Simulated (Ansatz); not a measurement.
Cartesian coordinates in Å:
```
N 1.3186 -0.5418 -0.6717
Ga 0.0397 0.6395 -0.1555
N -1.3505 -0.0154 0.8116
H 1.2883 -1.5305 -0.4948
H 2.1024 -0.2870 -1.2461
H 0.1326 2.1461 -0.5228
H -2.0869 0.5619 1.1767
H -1.4441 -0.9727 1.1026
```

Charge 0, multiplicity 1.

List the CAM-B3LYP/def2-TZVPP orbital energies in eV (Ansatz 0.2.0). (An estimate is asked.)

Computed: Occupied: -10138.90, -1250.54, -1107.85, -1107.74, -1107.72, -390.56, -390.56, -150.95, -104.43, -104.19, -104.17, -25.14, -25.04, -24.14, -24.12, -24.11, -23.58, -23.26, -14.77, -14.55, -14.52, -11.60, -10.36, -9.04, -8.15. Lowest empty: 1.17, 1.39, 1.97, 3.37, 3.43, 4.21, 4.59, 5.08.
